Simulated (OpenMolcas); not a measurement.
An atom or ion with 30 electrons was computed by MS-CASPT2, IPEA 0.25 Eh, imaginary shift 0.1 Eh with spin-orbit coupling (OpenMolcas, ANO-RCC-VTZP, DKH2). The lowest levels that the run gave, each within 12 % of the measured value where one is at hand:

```
J  Parity  E (cm-1)      g
0    even       0.0       
0     odd     87240       
1     odd     88690  1.500
2     odd     91860  1.501
1     odd    134100  1.001
0    even    210350       
1    even    212280  1.501
2    even    213570  1.303
2    even    217880  1.198
```

Q: Which ion is it, and what are the configurations and terms?

A: Se V (Z = 34, charge +4; active space 2 electrons in 8 orbitals (4s 4p 5s 5p)). J, parity and g give the terms where levels are pure, and mixed ones are named by the computed weights; the size of the splittings, set against known spectra of the 30-electron sequence, gives the charge. In order, with the measured energies in cm-1 (the list in Rauch et al., Astron. Astrophys. 606, A105 (2017)): 4s2 1S0, 4s 4p 3P* 0 (89749), 4s 4p 3P* 1 (91350), 4s 4p 3P* 2 (94960), 4s 4p 1P* 1 (131733), 4p2 3P0 (211794), 4p2 3P1 (214091), 4p2 3P2 [61 %] (218615), 4p2 1D2 [61 %] (213203).

CASPT2 breaks the degeneracy within a term, and the mean is taken; among the terms shown or strongly mixed into the levels shown the widest spread is 150 cm-1 (4p2 1D). Over all roots computed the reference weight is 0.92 to 0.99; the roots of lowest weight are the least certain, and an intruder state may touch them. Some levels mix across a computed gap that differs much from the measured one, so their mixing is not that of the real levels. Active for correlation alone: 5p 5s; no level in the range computed is led by a configuration that fills them, so any true level of that kind is missing. The ¹D term of p² mixes with s d, which this space lacks. Measured partners are found by configuration, term and J. A level has none where our copy of the source lacks it or the pairing is in doubt (some pairs that miss far off the trend of their configuration count as doubtful), and it then counts in no deviation. Levels of configurations outside the active space are missing.

A share in square brackets marks a mixed level and gives the weight of the term that names it. * marks odd parity.
